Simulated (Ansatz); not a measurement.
The lowest singlet and triplet of Cl2Ge (SMILES [Cl][Ge][Cl]); geometries from B3LYP-D3(BJ)/def2-TZVP, each state relaxed from the structure named, with no frequency check.
Singlet at the triplet's geometry (charge 0, multiplicity 1):
```xyz
3

Cl    -1.878    -0.541     0.000
Ge     0.000     0.573     0.000
Cl     1.879    -0.538     0.000
```

A positive gap puts the triplet lower; no zero-point energy. R- takes a restricted singlet. U- takes an unrestricted singlet (broken symmetry where lower, unprojected). The triplet is unrestricted in single-reference levels. Active spaces average the two states.

Frozen-core correlation. Filled d and f shells under p-block atoms count as core.

The values were computed with Ansatz (Gaussian basis) for Hartree–Fock, density functionals and correlated methods. 

```json
[
 {"level": "U-PBE0/def2-TZVPP", "gap E(singlet) − E(triplet), vertical, at the triplet's geometry (kcal/mol)": "-53.64"},
 {"level": "R-B2PLYP/def2-TZVPP", "gap E(singlet) − E(triplet), vertical, at the triplet's geometry (kcal/mol)": "-56.68"},
 {"level": "U-MP2/def2-QZVPP", "gap E(singlet) − E(triplet), vertical, at the triplet's geometry (kcal/mol)": "-54.35"},
 {"level": "R-SCS-MP2/def2-TZVPP", "gap E(singlet) − E(triplet), vertical, at the triplet's geometry (kcal/mol)": "-55.38"},
 {"level": "U-SCS-MP2/def2-TZVPP", "gap E(singlet) − E(triplet), vertical, at the triplet's geometry (kcal/mol)": "-55.38"},
 {"level": "R-CCSD/def2-QZVPP", "gap E(singlet) − E(triplet), vertical, at the triplet's geometry (kcal/mol)": "-53.59"},
 {"level": "R-CCSD(T)/def2-SVP", "gap E(singlet) − E(triplet), vertical, at the triplet's geometry (kcal/mol)": "-52.40"},
 {"level": "U-CCSD(T)/def2-TZVPP", "gap E(singlet) − E(triplet), vertical, at the triplet's geometry (kcal/mol)": "-53.79"},
 {"level": "SA-CASSCF(2,2)/def2-SVP", "gap E(singlet) − E(triplet), vertical, at the triplet's geometry (kcal/mol)": "?"}
]
```

Fill in the missing entries.


- SA-CASSCF(2,2)/def2-SVP, gap E(singlet) − E(triplet), vertical, at the triplet's geometry (kcal/mol): -48.05

Ansatz is a quantum-chemistry and plane-wave program.
